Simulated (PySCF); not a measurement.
## Working with the constants of SmCl

UHF-SCS-MP2 constants of SmCl, octet, about 6.0 electrons in the 4f shell (Mulliken), real f orbitals that mix terms (basis Sm x2c-TZVPall, Cl x2c-TZVPall; spin-free X2C with a Gaussian nucleus; PySCF 2.14; masses 151.9197 and 34.9689 u):

| Quantity | Value |
| --- | --- |
| ωe | 293.7 cm⁻¹ |
| ωexe | 0.913 cm⁻¹ |
| Be | 0.089694 cm⁻¹ |
| αe | 0.000376 cm⁻¹ |
| D (centrifugal) | 3.35e-08 cm⁻¹ |

(1) Give the vibrational terms G(v) and spacings up to v = 6.

Correlated steps freeze 23 core orbitals. These are scalar-relativistic numbers at best; spin–orbit coupling would shift them, the dissociation energy most. With d or f electrons several states lie close, and the lowest PBE0 determinant need not be the measured ground state.

Answers

(1) G(v) = ωe(v+½) − ωexe(v+½)².

```csv
v,G(v) (cm⁻¹),G(v) − G(v−1),Bv (cm⁻¹)
0,146.6,,0.08951
1,438.5,291.9,0.08913
2,728.5,290.0,0.08875
3,1016.8,288.2,0.08838
4,1303.2,286.4,0.08800
5,1587.7,284.6,0.08763
6,1870.5,282.7,0.08725
```
